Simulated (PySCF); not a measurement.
W(S)2(NH2)(SH) (H3NS3W), SMILES [NH2][W](=[S])(=[S])[SH], multiplicity 1.

The structure is a stationary point at PBE0-D3(BJ)/def2-SVP. The spin state was assumed, not searched. The structure was generated by enumeration; whether it is a known compound was not checked. The def2 effective core potentials stand for the cores of W; spin–orbit coupling is left out. One conformer was computed; it need not be the lowest.

Two levels are set side by side: PBE/def2-TZVP (PySCF) and ωB97X/def2-TZVP (PySCF). Same geometry, gas phase. Differences are taken from unrounded values.

| quantity | ωB97X | PBE | PBE minus ωB97X |
|---|---|---|---|
| orbital gap (eV) | 8.52 | 2.65 | -5.87 |
| highest occupied level (eV) | -9.46 | -6.18 | 3.28 |
| lowest empty level (eV) | -0.93 | -3.53 | -2.60 |
| dipole moment (D) | 3.85 | 3.70 | -0.15 |
| mean polarisability (bohr³) | 108.8 | 111.5 | 2.6 |

PBE's occupied levels lie high since its potential decays too fast outside the molecule; exact exchange lowers them and widens the gap. Differences between two approximate levels are no errors against the true value.

Rough cost on one machine, each run with all the roots and properties that it gave: ωB97X against PBE within a factor of 2.
